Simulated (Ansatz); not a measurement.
Species: H2BSO, charge 0, doublet. H2BSO (SMILES OB[S], doublet).
B3LYP-D3(BJ)/def2-TZVP minimum from Ansatz (a program for electronic structure):
```xyz
5

B     -0.4663     0.2089    -0.5522
H     -1.2334    -0.2890    -1.3229
O     -0.3013     1.5548    -0.5894
H      0.3258     1.9121     0.0487
S      0.3531    -0.9441     0.5469
```
Charge 0, spin multiplicity 2.

Property: atomisation energy (electronic, to ground-state atoms), in kcal/mol. Radicals and triplets start from unrestricted determinants; spin-orbit coupling is neglected. CBS(X,Y): correlation extrapolated as X^-3, Hartree-Fock from the larger set. A bracket is a step between two methods taken in the basis named. Functionals run without relativity, which enters their misses. '+ core + X2C': CCSD(T) terms for core correlation (cc-pwCVTZ, 1s frozen past Ne) and scalar relativity (cc-pVTZ-DK). Where a partner has so few electrons that a lower coupled-cluster level is exact, that level stands in.

CCSD(T)/CBS(cc-pV(T+d)Z,cc-pV(Q+d)Z) + [CCSDT(Q) - CCSD(T)]/cc-pV(D+d)Z + core + X2C (Ansatz) gives 429.9 kcal/mol.

Problem. How far off this value is PBE/def2-TZVPD (Ansatz), in which direction, and which of these levels come nearer: r2SCAN/def2-TZVPD, B3LYP/def2-TZVPD, PBE0/def2-TZVPD, wB97M-V/def2-TZVPD, CCSD(T)/CBS(cc-pV(T+d)Z,cc-pV(Q+d)Z) + core + X2C?

Solution. PBE gives 440.4 kcal/mol, 10.5 kcal/mol above it. Differences of the others: r2SCAN/def2-TZVPD (Ansatz) 5.4; B3LYP/def2-TZVPD (Ansatz) -2.5; PBE0/def2-TZVPD (Ansatz) -0.2; wB97M-V/def2-TZVPD (Ansatz) 2.0; CCSD(T)/CBS(cc-pV(T+d)Z,cc-pV(Q+d)Z) + core + X2C (Ansatz) -0.6 kcal/mol. Nearer than PBE: r2SCAN/def2-TZVPD, B3LYP/def2-TZVPD, PBE0/def2-TZVPD, wB97M-V/def2-TZVPD, CCSD(T)/CBS(cc-pV(T+d)Z,cc-pV(Q+d)Z) + core + X2C.
